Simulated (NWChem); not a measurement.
System: SiH₄SO; SMILES O[SiH2]S

The following NWChem deck was run.

```
start job
memory heap 200 mb stack 900 mb global 1100 mb
geometry units angstroms noautoz
  Si    -0.483396     0.574082     0.024033
  O      0.730263     1.708203     0.004105
  S      0.229715    -1.445722    -0.096822
  H     -1.207326     0.822504     1.295909
  H     -1.389313     0.674542    -1.156844
  H      1.335640     1.675541    -0.743350
  H      0.878695    -1.412084     1.088467
end
basis spherical
  * library def2-svpd
end
dft
  xc hfexch
  iterations 150
end
tddft
  nroots 6
  notriplet
end
task tddft energy
```

Parts of the log:

```
             Northwest Computational Chemistry Package (NWChem) 7.3.0
             --------------------------------------------------------

 C1  symmetry detected

                             Geometry "geometry" -> ""
                             -------------------------

 Output coordinates in angstroms (scale by  1.889725989 to convert to a.u.)

  No.       Tag          Charge          X              Y              Z
 ---- ---------------- ---------- -------------- -------------- --------------
    1 Si                  14.0000    -0.54418675     0.56339999     0.00218885
    2 O                    8.0000     0.66277893     1.70466745     0.02057816
    3 S                   16.0000     0.18502757    -1.45377399    -0.04249922
    4 H                    1.0000    -1.33247856     0.83207980     1.23095403
    5 H                    1.0000    -1.39012149     0.63486653    -1.22440613
    6 H                    1.0000     1.30513603     1.66122953    -0.69477322
    7 H                    1.0000     0.77340589    -1.39273138     1.17294363

 Effective nuclear repulsion energy (a.u.)     152.6973936910

  xc_inp: hfexch multiplicative factor not found.

                                 NWChem DFT Module
                                 -----------------

 Summary of "ao basis" -> "ao basis" (spherical)
 ------------------------------------------------------------------------------
       Tag                 Description            Shells   Functions and Types
 ---------------- ------------------------------  ------  ---------------------
 Si                        def2-svpd                10       24   5s3p2d
 O                         def2-svpd                 9       23   4s3p2d
 S                         def2-svpd                11       27   5s4p2d
 H                         def2-svpd                 4        8   2s2p

[...]

                                NWChem TDDFT Module
                                -------------------

            General Information
            -------------------
           No. of orbitals :     212
            Alpha orbitals :     106
             Beta orbitals :     106
        Alpha frozen cores :       0
         Beta frozen cores :       0
     Alpha frozen virtuals :       0
      Beta frozen virtuals :       0
         Spin multiplicity :       1
    Number of AO functions :     106
        Use of symmetry is : off
      Symmetry adaption is : off
         Schwarz screening :  0.10D-07

              XC Information
              --------------
              Hartree-Fock (Exact) Exchange   1.00

             TDDFT Information
             -----------------
          Calculation type : TDHF
         Wavefunction type : Restricted singlets
          No. of electrons :      42
           Alpha electrons :      21
            Beta electrons :      21
              No. of roots :       6
          Max subspacesize :    5200
            Max iterations :     100
               Target root :       1
           Target symmetry : none
      Symmetry restriction : off
                 Algorithm : Optimal
        Davidson threshold :  0.10D-03

    6 smallest eigenvalue differences (eV)
--------------------------------------------------------
  No. Spin  Occ  Vir  Irrep   E(Occ)    E(Vir)   E(Diff)
--------------------------------------------------------
    1    1   21   22 a        -0.388     0.077    12.651
    2    1   21   23 a        -0.388     0.091    13.037
    3    1   21   24 a        -0.388     0.103    13.356
    4    1   21   25 a        -0.388     0.107    13.476
    5    1   21   26 a        -0.388     0.115    13.680
    6    1   21   27 a        -0.388     0.135    14.218
--------------------------------------------------------

  Entering Davidson iterations
  Restricted singlet excited states

  Iter   NTrls   NConv    DeltaV     DeltaE      Time
  ----  ------  ------  ---------  ---------  ---------
    1      6       0     0.10E+00   0.10+100        9.0
    2     18       0     0.46E-01   0.32E-01        8.8
    3     30       0     0.23E-01   0.57E-02        8.2
    4     42       0     0.30E-01   0.18E-02        8.0
    5     54       0     0.54E-01   0.41E-02        7.9
    6     66       0     0.29E-01   0.37E-02        7.7
    7     78       1     0.28E-01   0.17E-02        6.7
    8     88       1     0.14E-01   0.78E-03        7.9
    9     98       2     0.47E-02   0.12E-03        7.1
   10    106       3     0.17E-02   0.11E-04        6.5
   11    112       3     0.68E-03   0.11E-05        6.4
   12    118       3     0.21E-03   0.12E-06        6.2
   13    124       6     0.65E-04   0.11E-07        6.2
  ----  ------  ------  ---------  ---------  ---------
  Convergence criterion met

  Ground state a        -763.465388100261 a.u.

  ----------------------------------------------------------------------------
  Root   1 singlet a              0.245834603 a.u.                6.6895 eV
  ----------------------------------------------------------------------------
     Transition Moments    X -0.15716   Y -0.11768   Z  0.06660
     Dipole Oscillator Strength                    0.0070443274
     Electric Quadrupole                           0.0000000611
     Magnetic Dipole                               0.0000007695
     Total Oscillator Strength                     0.0070451580

[...]
```

Level: Hartree-Fock/def2-SVPD, TDHF. Geometry: optimised at PBE0/def2-SVP.
